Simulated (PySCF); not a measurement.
Fractional electron number in Ti²⁺ (titanium, charge +2)

The 3d alpha orbital of [Ar] 3d2 is emptied in steps (occupation f), with all orbitals relaxed, ending at [Ar] 3d1. Computed with PySCF 2.14 in aug-cc-pVDZ (7s6p4d2f, 59 functions), with no relativity, point nucleus. The exact energy is a straight line in f; departures are measured from the line between the end points of the same method.

```tsv
f	BHandHLYP (eV)	wB97X (eV)	MN15 (eV)
1	0.000	0.000	0.000
0.9	-0.303	-0.259	-0.418
0.7	-0.713	-0.617	-0.989
0.5	-0.855	-0.747	-1.193
0.3	-0.724	-0.638	-1.015
0.1	-0.313	-0.278	-0.441
0	0.000	0.000	0.000
```

```tsv
method	E(f=0) − E(f=1) (eV)	−ε at f=1 (eV)	−ε at f=0.5 (eV)
BHandHLYP	28.295	24.946	28.261
wB97X	28.122	25.266	28.058
MN15	28.084	23.470	28.006
```

Orbital energy along the path (eV):

```
  f  BHandHLYP    wB97X     MN15
  1    -24.946  -25.266  -23.470
0.9    -25.591  -25.791  -24.340
0.7    -26.909  -26.892  -26.135
0.5    -28.261  -28.058  -28.006
0.3    -29.647  -29.286  -29.953
0.1    -31.062  -30.572  -31.973
  0    -31.779  -31.232  -33.010
```

Reference removal energy between the ground levels: 27.492 eV (measured; NIST Atomic Spectra Database, ionization energies). The calculation has no spin-orbit coupling.
